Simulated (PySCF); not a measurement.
**Working out the excitation energy of Se**

Se [Ar] 3d10 4s2 4p4 (3P) → Se [Ar] 3d10 4s2 4p3 4d1 (5D). Calculation: PySCF 2.14, in aug-cc-pwCVDZ-PP with ECP10MDF (6s5p4d1f, 48 functions); scalar relativity through the core potential. Frozen: nothing. Energies in hartree (1 hartree = 27.21139 eV):

```csv
part,Se (lower),Se (upper)
UHF,-371.846570,-371.526162
MP2 opposite-spin,-0.328854,-0.308513
MP2 same-spin,-0.166433,-0.160368
```

Problem. What does Hartree-Fock give?

Solution. (-371.526162) − (-371.846570) = 0.320408 hartree = 8.719 eV.

Problem. What do MP2 and SCS-MP2 (6/5 opposite-spin, 1/3 same-spin) give?

Solution. The opposite-spin parts differ by 0.554 eV and the same-spin parts by 0.165 eV. MP2: 8.719 + (0.554) + (0.165) = 9.438 eV. SCS-MP2: 8.719 + 1.2 × (0.554) + (0.165)/3 = 9.439 eV.

Measured between the centres of the two terms (NIST): 7.741 eV, so MP2 (valence and next inner shell) is off by 1.697 eV.

A double-zeta basis recovers only part of the correlation energy.

What remains against the reference includes basis incompleteness and correlation beyond second order.
